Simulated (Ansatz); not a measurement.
Start from `CC[SiH](O)F` and change one atom or group to get `CC[SiH](F)[SiH3]`.

Ansatz, PBE0-D4/def2-TZVP geometries, multiplicity 1. Each molecule was computed in one conformer, which needn't be the lowest.

```csv
property,`CC[SiH](O)F`
HOMO energy (B3LYP/def2-TZVPP) / eV,-8.24
HOMO energy (PBE0/def2-TZVPP) / eV,-8.43
HOMO energy (PBE/def2-TZVPP) / eV,-7.03
HOMO–LUMO gap (ωB97M-V/def2-TZVPP) / eV,12.75
LUMO energy (PBE0/def2-TZVPP) / eV,0.64
zero-point energy (PBE0-D4/def2-TZVP) / kJ/mol,240.6
```

(1) What does the change do to each property? (An estimate is asked.)

## Answers

(1) The calculation gave: 
```json
{"property": "HOMO energy (B3LYP/def2-TZVPP) / eV", "`CC[SiH](F)[SiH3]`": "-7.77", "shift": "0.47"}
{"property": "HOMO energy (PBE0/def2-TZVPP) / eV", "`CC[SiH](F)[SiH3]`": "-7.96", "shift": "0.47"}
{"property": "HOMO energy (PBE/def2-TZVPP) / eV", "`CC[SiH](F)[SiH3]`": "-6.77", "shift": "0.26"}
{"property": "HOMO–LUMO gap (ωB97M-V/def2-TZVPP) / eV", "`CC[SiH](F)[SiH3]`": "11.56", "shift": "-1.19"}
{"property": "LUMO energy (PBE0/def2-TZVPP) / eV", "`CC[SiH](F)[SiH3]`": "-0.23", "shift": "-0.87"}
{"property": "zero-point energy (PBE0-D4/def2-TZVP) / kJ/mol", "`CC[SiH](F)[SiH3]`": "267.6", "shift": "27.0"}
```

With PBE0 the HOMO rises by 0.47 eV and the LUMO falls by 0.87 eV, so the gap narrows by about 1.34 eV. PBE moves the HOMO by 0.26 eV and ωB97M-V by 0.67 eV. The zero-point energy changes by 27.0 kJ/mol with +6 modes.

B3LYP here is the variant with VWN-RPA as its local correlation; programs differ in this.
